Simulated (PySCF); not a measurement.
Cartesian coordinates (Å):
```xyz
5

Zn     0.0536    -0.0161     0.0945
O     -0.3361     1.4377     1.0454
H     -1.0742     1.9324     0.6435
O      0.6374    -1.4138    -0.8410
H      0.2239    -2.2408    -0.5309
```
Charge 0, spin multiplicity 1.

### Question
What is the computed charge on the central atom (meta-Löwdin), charge on the central atom (Mulliken), dipole moment, HOMO–LUMO gap, total energy, HOMO and LUMO (TPSSh-D3(BJ)/def2-TZVP // PBE-D3(BJ)/def2-SVP (PySCF))?

### Answer

charge on the central atom (meta-Löwdin): 1.28 e
charge on the central atom (Mulliken): 0.60 e
dipole moment: 1.94 D
HOMO–LUMO gap: 5.96 eV
total energy: -1931.1362 Ha
HOMO: -7.48 eV
LUMO: -1.51 eV
